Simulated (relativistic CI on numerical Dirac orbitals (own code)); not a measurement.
Yb²²⁺: q coefficients and field-shift factors

Computed by Dirac-Coulomb-Breit CI, separate exchange-only KLI orbitals for each configuration, derivatives by finite differences, unscaled Slater integrals, QED left out (own radial code, finite nucleus).

CI space (outside the closed core [Kr]): 4d¹⁰4f², 4d¹⁰4f5s, 4d¹⁰5s², 4d⁹4f³, 4d¹⁰4f5p, 4d¹⁰5s5p, 4d¹⁰5p², 4d¹⁰4f5d. Levels of other configurations are missing.

With x = (α/α₀)² − 1 an excitation energy changes as ω = ω₀ + qx; K = 2q/ω₀ is the relative enhancement. Terms are leading LS components, so labels can repeat. The field-shift factor is F = δν/δ⟨r²⟩ for the transition from the lowest level.

Lowest level 4d¹⁰4f² ³H4.

```csv
Level,ω₀ (cm⁻¹),q (cm⁻¹),K,F (GHz/fm²)
4d¹⁰4f² ³H5,15949,16120,2.02,0.606
4d¹⁰4f² ³F2,17212,3205,0.372,0.222
4d¹⁰4f² ¹G4,27924,15310,1.1,0.67
4d¹⁰4f² ³F3,28664,16300,1.14,0.704
4d¹⁰4f² ³H6,30443,28400,1.87,1.09
4d¹⁰4f² ³F4,47412,33030,1.39,1.35
4d¹⁰4f² ¹D2,60654,15100,0.498,0.913
4d¹⁰4f² ³P0,68025,7010,0.206,0.73
4d¹⁰4f² ¹I6,72709,19630,0.54,1.15
4d¹⁰4f² ³P1,74511,16170,0.434,1.05
4d¹⁰4f² ³P2,85430,29770,0.697,1.54
4d¹⁰4f² ¹S0,154777,24180,0.313,2.05
4d¹⁰4f5s ³F°2,619657,-299200,-0.966,387
4d¹⁰4f5s ³F°3,622402,-298100,-0.958,387
4d¹⁰4f5s ³F°4,638400,-281700,-0.883,388
4d¹⁰4f5s ¹F°3,644204,-280900,-0.872,386
4d¹⁰4f5p ³G3,918166,-262500,-0.572,34.8
4d¹⁰4f5p ³F2,924052,-259600,-0.562,34.6
4d¹⁰4f5p ³D3,939214,-243400,-0.518,35.4
4d¹⁰4f5p ³G4,942111,-243400,-0.517,35.4
4d¹⁰4f5p ³F3,1059006,-88970,-0.168,17.3
4d¹⁰4f5p ³D2,1069562,-90040,-0.168,17.5
4d¹⁰4f5p ³G4,1071001,-83740,-0.156,17.5
```

At this charge transitions that keep the count of f electrons are usually good to a few per cent. Terms inside the open d or f shell come out 10 to 20 % too wide with unscaled integrals. Levels that differ in their count of f electrons can be misplaced by several ten thousand cm⁻¹, since the correlation energy of f electrons is missing or only estimated; rates across such gaps can be off by orders of magnitude.
